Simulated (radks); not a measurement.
Values are calculated unless marked as measured or tabulated.
Species: P7+. Configuration: [He] 2s2 2p4.

Level of theory: non-relativistic Kohn-Sham, r2SCAN, spin-polarised, spherical densities, point nucleus; open shells are filled with parallel spins first; meta-GGA in the generalised Kohn-Sham scheme (a radial shooting solver on a logarithmic mesh with Libxc functionals).

Energy parts (eV):
total: -8622.451
kinetic: 8615.363
electron-nucleus: -19108.660
Hartree: 2371.028
exchange-correlation: -500.181

Orbitals (lengths in bohr, moments of r in powers of bohr; r(max) is where P^2 peaks):
orbital,occ.,eigenvalue (eV),r(max)
1s up,1,-2290.325,0.06805
1s down,1,-2284.653,0.06798
2s up,1,-343.8070,0.4049
2s down,1,-333.6423,0.4081
2p up,3,-298.2018,0.3354
2p down,1,-285.8456,0.3401
3s up,0,-108.9843,1.226
3s down,0,-106.0862,1.257

The highest occupied level is 2p down at -285.85 eV. The spin density at the nucleus is -0.402 e/bohr^3 (1s -3.717, 2s 3.315), a Fermi contact field of -21.1 T.
